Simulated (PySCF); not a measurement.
Computed shifts of a molecule FH7N2Si2, PySCF with PBE/pcSseg-1, GIAO, gas phase, atoms alike by connectivity averaged where their shifts nearly agree, in ppm (number of nuclei): ²⁹Si: -17.7 (1), -36.9 (1). ¹⁹F: -175.6 (1). ¹⁵N: 91.6 (1), 48.3 (1). ¹H: 5.51 (2), 5.22 (2), 2.55 (1), 1.62 (1), 1.32 (1). References: ²⁹Si against TMS (σ = 335.4 ppm); ¹⁹F against CFCl3 (σ = 133.6 ppm); ¹⁵N against NH3 (σ = 267.0 ppm); ¹H against TMS (σ = 31.49 ppm), references at their B3LYP-D3(BJ)/def2-TZVP geometries, non-relativistic. Geometry optimised at PBE-D3(BJ)/def2-SVP. One conformer was computed; it need not be the lowest.

Task: Which structure fits?
A. N[Si@@H](F)N[SiH3]
B. N[Si](N)(F)[SiH3]
C. N[SiH2]N[SiH2]F
D. N[SiH2][Si@H](N)F

Result: C, N[SiH2]N[SiH2]F
